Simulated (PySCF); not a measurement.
C2H6ClNSn, SMILES [N](C)([Sn][Cl])C (connectivity only; charge and spin as stated), neutral, multiplicity 1.

Geometry optimised at PBE0-D3(BJ)/def2-SVP. The structure was generated by enumeration; whether it is a known compound was not checked. The def2 effective core potentials stand for the cores of Sn; spin–orbit coupling is left out. The values are those of a single conformer.

Calculation: PySCF with TDA-PBE/def2-SVPD.

Vertical excitations.  State labels are in the subgroup Cs.

| state | symmetry | energy (eV) | λ (nm) | f | main pairs |
|---|---|---|---|---|---|
| S1 | A' | 3.90 | 318 | 0.179 | HOMO→LUMO 89 % |
| S2 | A" | 4.13 | 300 | 0.022 | HOMO−1→LUMO 74 %, HOMO−2→LUMO 24 % |
| S3 | A" | 4.23 | 293 | 0.000 | HOMO→LUMO+1 99 % |
| S4 | A" | 4.54 | 273 | 0.026 | HOMO−2→LUMO 76 %, HOMO−1→LUMO 22 % |
| S5 | A' | 4.91 | 252 | 0.018 | HOMO−3→LUMO 89 % |
| S6 | A" | 5.36 | 231 | 0.001 | HOMO−4→LUMO 54 %, HOMO→LUMO+2 43 % |
| S7 | A" | 5.40 | 229 | 0.000 | HOMO→LUMO+3 87 % |
| S8 | A" | 5.47 | 226 | 0.007 | HOMO→LUMO+2 55 %, HOMO−4→LUMO 35 %, HOMO→LUMO+3 9 % |
| S9 | A' | 5.74 | 216 | 0.120 | HOMO−1→LUMO+1 64 %, HOMO−2→LUMO+1 25 % |
| S10 | A' | 6.08 | 204 | 0.105 | HOMO−2→LUMO+1 70 %, HOMO−1→LUMO+1 16 % |
| T1 | A' | 2.30 | 540 | 0 | HOMO→LUMO 99 % |
| T2 | A" | 3.26 | 380 | 0 | HOMO−1→LUMO 98 % |
| T3 | A" | 4.12 | 301 | 0 | HOMO→LUMO+1 100 % |
| T4 | A" | 4.28 | 290 | 0 | HOMO−2→LUMO 98 % |
Triplets are in the Tamm–Dancoff approximation.
